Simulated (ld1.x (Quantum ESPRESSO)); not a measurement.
# Ru (Z = 44): one change to a TM potential, before and after

| Quantity | Value |
| --- | --- |
| Element | ruthenium (Ru) |
| Generator | ld1.x (Quantum ESPRESSO) 7.5 |
| Type | norm-conserving Troullier–Martins (Kleinman–Bylander form) |
| Functional | PBE |
| Relativity | scalar-relativistic |
| Frozen core | [Kr] |
| Valence charge | 8 |
| Reference configuration | 4d6 5s2 5p0 |
| Partial waves | 5s (bound): rc 2.35 bohr; 5p (bound, empty): rc 3.75 bohr; 4d (bound): rc 2.20 bohr |
| Local potential | all-electron potential smoothed inside 1.75 bohr (lloc = -1) |
| Core correction | Bessel-smoothed model core, default radius (core density twice the valence density) |

Change: wave 4d (bound): rc 2.20 bohr becomes 4d (bound): rc 2.98 bohr.

Cutoffs: the cutoffs (Ry, on a coarse ladder) from which the occupation-weighted sum of valence levels, in a spherical-Bessel basis at the reference potential, stays within 10 and 1 mRy of its value at 400 Ry; they do not see the model core or the augmentation charge, which bear on the density cutoff. Errors are all-electron minus pseudo energies relative to the spin-unpolarised reference configuration.

Task: How do hardness, ghosts and transferability respond?

Result: The potential gets softer (40 Ry and 50 Ry → 30 Ry and 35 Ry); both files keep a bound ghost (s); of the 7 tests that both files solve, the error grows in 1 and shrinks in 5 by more than 15 % and 0.3 meV (median size 106.3 → 50.4 meV); the range in which the d phases agree narrows (upper end 3.0 → 0.4). A larger radius leaves more room for a smooth pseudo-wave, so fewer plane waves are needed.

| quantity | base | changed |
| --- | --- | --- |
| cutoff, loose | 40 Ry | 30 Ry |
| cutoff, tight | 50 Ry | 35 Ry |
| loose cutoff by channel (10 mRy a level) | s 6 Ry, d 35 Ry | s 6 Ry, d 25 Ry |
| bound ghosts | s | s |
| error for 4d7 5s1 5p0, meV [ΔE -1.70 eV] | -76 | -24 |
| error for 4d7 5s0 5p0, meV [ΔE 5.59 eV] | -141 | -44 |
| error for 4d6 5s0 5p0, meV [ΔE 23.78 eV] | -42 | -52 |
| error for 4d5 5s0 5p0, meV [ΔE 54.40 eV] | -106 | -121 |
| error for 4d7.5 5s0.5 5p0, meV [ΔE -2.02 eV] | -150 | -50 |
| error for 4d7 5s0.5 5p0, meV [ΔE 1.16 eV] | -104 | -31 |
| error for 4d8 5s0 5p0, meV [ΔE -2.03 eV] | -231 | -83 |
| s: phases at 4.04 bohr within 0.05 rad from the reference energy up to (Ry; the scan ends near 5) | 1.0 | 1.0 |
| p: phases at 4.04 bohr within 0.05 rad from the reference energy up to (Ry; the scan ends near 5) | 1.5 | 1.5 |
| d: phases at 4.04 bohr within 0.05 rad from the reference energy up to (Ry; the scan ends near 5) | 3.0 | 0.4 |

 A true bound ghost makes a file unfit for plane-wave use even where its test errors are small: the radial tests pick states by their node count and pass the ghost by.
